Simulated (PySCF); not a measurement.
Cl, doublet. Base run: PBE/def2-SVP (PySCF).

Geometry (Å):
```xyz
1

Cl     0.0000     0.0000     0.0000
```
Charge 0, spin multiplicity 2.
Orbitals are unrestricted.
All else is at PySCF's defaults.
Base energy -459.79702 Eh.

Each row names what was changed in the base input (with any setting that the change needs).

| change | ΔE vs base (mEh) | SCF cycles | <S^2> |
|---|---|---|---|
| base | 0.000 | 6 | 0.752 |
| level_shift = 0.3 (with mf.max_cycle = 100) | 0.000 | 7 | 0.752 |
| diis_space = 2 | 0.000 | 6 | 0.752 |
| init_guess = 1e | 0.000 | 8 | 0.752 |
| DIIS = ADIIS | 0.000 | 11 | 0.752 |
| level_shift = 1.0 (with mf.max_cycle = 100) | 0.000 | 11 | 0.752 |
| conv_tol = 1e-11 | 0.000 | 7 | 0.752 |
| diis = off; damp = 0.6 (with mf.diis_start_cycle = 200; with mf.max_cycle = 150) | 0.000 | 17 | 0.752 |
| diis = off; damp = 0.3 (with mf.diis_start_cycle = 200; with mf.max_cycle = 150) | 0.000 | 9 | 0.752 |
| DIIS = EDIIS | 0.000 | 21 | 0.752 |
| conv_tol_grad = 1e-3 | 0.000 | 6 | 0.752 |
| solver = newton | 0.000 | - | 0.752 |
| diis_space = 20 | 0.000 | 6 | 0.752 |

Open shells are given as the SCF converged; they aren't shown to be the lowest states, and a large step between rows can be another state.
